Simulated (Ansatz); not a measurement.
`P[PH][GaH2]` + H₂O → `[OH][GaH2]` + `PP` at 700 K and 1 bar (formal hydrolysis of a Ga–P bond).

Computed with Ansatz on PBE0-D4/def2-TZVP structures; ΔE is electronic, products minus reactants. CCSD(T)/CBS is the MP2 limit (def2-TZVPP, def2-QZVPP) plus CCSD(T) − MP2 in def2-TZVPP, frozen cores. This one scheme is used for every species. For Ga outer-core shells are correlated without core-valence functions, which leaves a few kJ/mol of doubt a bond. Scalar relativity is left out up to krypton. One conformer a species, not always the lowest.

```json
{"species": "`P[PH][GaH2]`", "CCSD(T)/CBS energy (Eh)": "-2608.80809", "H − E (kJ/mol)": "176.7", "S (J/(mol·K))": "434.8"}
{"species": "H₂O", "CCSD(T)/CBS energy (Eh)": "-76.37941", "H − E (kJ/mol)": "80.5", "S (J/(mol·K))": "218.4"}
{"species": "`[OH][GaH2]`", "CCSD(T)/CBS energy (Eh)": "-2000.92981", "H − E (kJ/mol)": "111.5", "S (J/(mol·K))": "322.8"}
{"species": "`PP`", "CCSD(T)/CBS energy (Eh)": "-684.26248", "H − E (kJ/mol)": "137.7", "S (J/(mol·K))": "339.9"}
```

H − E and S are ideal-gas, rigid-rotor, harmonic terms from PBE0-D4/def2-TZVP, for one conformer and one mirror image of each species. 1 Eh = 2625.50 kJ/mol, R = 8.31446 J/(mol·K).

Question: By hand: ΔE, ΔH, ΔS and ΔG.

Answer: ΔE = (-2000.92981) + (-684.26248) − (-2608.80809) − (-76.37941) = -0.00479 Eh = -12.6 kJ/mol. Δ(H − E) = 111.5 + 137.7 − 176.7 − 80.5 = -8.0, so ΔH = -20.6 kJ/mol. ΔS = 322.8 + 339.9 − 434.8 − 218.4 = 9.5 J/(mol·K). ΔG = -20.6 − 700 × (9.5)/1000 = -27.2 kJ/mol.

Question: By hand: the equilibrium constant, and the temperature at which ΔG would vanish if ΔH and ΔS stayed fixed.

Answer: log₁₀ K = −ΔG/(RT ln 10) = 2.0. ΔH and −TΔS have one sign here, so there is no such temperature.

The number of gas molecules stays the same, so ΔS is small and ΔH decides. A doubt of 5 kJ/mol in ΔE shifts log₁₀ K by 0.4 here. Other conformers and mirror images would add mixing entropy, several J/(mol·K) or more a flexible species. These are equilibria of isolated gas molecules and say nothing of rates. Largest T1 diagnostic: 0.015 (customary marks: 0.02 for closed shells, 0.045 for open ones).

ΔS is within the doubt of such terms, so its sign, and with it that verdict, could turn.
